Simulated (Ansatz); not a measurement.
One change: `[F][SbH][SiH3]` becomes `[NH2][SbH][SiH3]`.

Ansatz, PBE0-D4/def2-TZVP geometries, multiplicity 1. Each molecule was computed in one conformer, which needn't be the lowest.

Elements past krypton have def2 core potentials.

```csv
property,`[F][SbH][SiH3]`
LUMO energy (PBE/def2-TZVPP) / eV,-2.57
HOMO–LUMO gap (B3LYP/def2-TZVPP) / eV,5.17
zero-point energy (PBE0-D4/def2-TZVP) / kJ/mol,87.2
LUMO energy (B3LYP/def2-TZVPP) / eV,-1.99
"ideal-gas entropy at 298 K and 1 bar (rigid rotor, harmonic PBE0-D4/def2-TZVP) / J/(mol·K)",332
size of the dipole moment (B3LYP/def2-TZVPP) / D,2.43
```

**Question.** What does the change do to each property? (Best estimate.)

**Answer.** Computed: 
```
                                                                                  property  `[NH2][SbH][SiH3]`  shift
                                                         LUMO energy (PBE/def2-TZVPP) / eV               -1.69   0.88
                                                     HOMO–LUMO gap (B3LYP/def2-TZVPP) / eV                5.57   0.40
                                            zero-point energy (PBE0-D4/def2-TZVP) / kJ/mol               149.7   62.5
                                                       LUMO energy (B3LYP/def2-TZVPP) / eV               -1.13   0.86
ideal-gas entropy at 298 K and 1 bar (rigid rotor, harmonic PBE0-D4/def2-TZVP) / J/(mol·K)                 344     12
                                          size of the dipole moment (B3LYP/def2-TZVPP) / D                0.97  -1.46
```

With PBE0 the HOMO rises by 0.45 eV and the LUMO rises by 0.86 eV, so the gap widens by about 0.41 eV. PBE moves the HOMO by 0.53 eV and ωB97M-V by 0.43 eV. The zero-point energy changes by 62.5 kJ/mol with +6 modes. Dipoles are sizes alone; their direction can turn.

B3LYP here is the variant with VWN-RPA as its local correlation; programs differ in this.

Spin–orbit coupling is left out; it splits and shifts lone-pair levels of the heavy atoms by tenths of an eV.
